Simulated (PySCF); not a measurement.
Species: C₇H₁₄SSi.
SMILES with atom numbers: `[SiH3:1][S:2][C@@:3]12[CH2:4][CH2:5][CH2:6][CH2:7][C@@H:8]1[CH2:9]2`

Cartesian coordinates in Å at the GFN2-xTB level; atoms count from 1:
```xyz
23
C7H14SSi angstrom
Si     2.8470   -1.1184   -0.7371
S      2.2729    0.9310   -0.9507
C      0.5183    0.8642   -0.4843
C     -0.3708    0.3724   -1.6018
C     -1.7419   -0.0723   -1.0968
C     -1.5803   -1.0214    0.0856
C     -1.0241   -0.2750    1.2975
C      0.2013    0.5492    0.9491
C      0.0513    1.9529    0.4314
H      2.5649   -1.5452    0.6286
H      4.2640   -1.0918   -1.0440
H      2.0894   -1.9429   -1.6745
H      0.1179   -0.4774   -2.0861
H     -0.4742    1.1598   -2.3534
H     -2.3336    0.7929   -0.7919
H     -2.2746   -0.5681   -1.9107
H     -0.8988   -1.8291   -0.1929
H     -2.5427   -1.4667    0.3450
H     -0.7665   -0.9923    2.0789
H     -1.8008    0.3824    1.6982
H      1.0525    0.3847    1.5993
H      0.7686    2.6951    0.7462
H     -0.9445    2.3430    0.2817
```

NICS is the negative of the GIAO shielding at a point without a nucleus: at the ring centre (0) and 1 Å above and below it (1); zz is the component along the ring normal. Level: GIAO PBE0/pcSseg-1 (PySCF, non-relativistic, gas phase) on the GFN2-xTB geometry, one conformer.

Ring bond lengths (Å), with Mayer bond orders in brackets: C3–C4 1.510 (0.97), C4–C5 1.527 (1.04), C5–C6 1.525 (1.03), C6–C7 1.528 (1.04), C7–C8 1.517 (1.01), C8–C3 1.501 (0.88); C3–C8 1.501 (0.88), C8–C9 1.504 (0.92), C9–C3 1.497 (0.91).

**Question.** What do the NICS probes read (ppm)?

**Answer.** 
```
             ring                                            type  NICS(0)  NICS(1), two faces  NICS(1)zz, two faces  rms pucker (Å)  centre to ring atoms, mean (Å)
C3–C4–C5–C6–C7–C8  6-membered carbocycle; formal bonds all single     -5.2         -4.8 / -2.4             0.6 / 2.3            0.22                            1.48
         C3–C8–C9  3-membered carbocycle; formal bonds all single    -44.4         -8.0 / -8.8         -21.5 / -23.3            0.00                            0.87
```

**Question.** What can be read from them?

**Answer.** 
- C3–C4–C5–C6–C7–C8: mean NICS(1)zz 1.5 ppm, near zero. C3, C4, C5, C6, C7, C8 have four or more neighbours, so the value isn't read as a sign of a π ring current.
- C3–C8–C9: mean NICS(1)zz -22.4 ppm, shielded. C3, C8, C9 have four or more neighbours, and the NICS criterion for π rings isn't applied. NICS(0) lies 36 ppm below the mean NICS(1).

**Question.** At the first NICS(1) probe listed for ring C3–C4–C5–C6–C7–C8, 1 Å off the ring, how large is the induced field along the normal in 7.05 T applied along it?

**Answer.** NICSzz × B0 = 0.6 ppm × 7.05 T = 4 μT, along the applied field.

**Question.** List the ring angles and the Hirshfeld charges of the ring atoms.

**Answer.** 
- C3–C4–C5–C6–C7–C8: C3 120.9° (+0.001 e), C4 112.2° (-0.075 e), C5 110.0° (-0.067 e), C6 110.5° (-0.068 e), C7 112.2° (-0.066 e), C8 120.2° (-0.043 e); sum 686.0° against 720° for a flat convex ring.
- C3–C8–C9: C3 60.2° (+0.001 e), C8 59.8° (-0.043 e), C9 60.0° (-0.096 e); sum 180.0° against 180° for a flat convex ring.
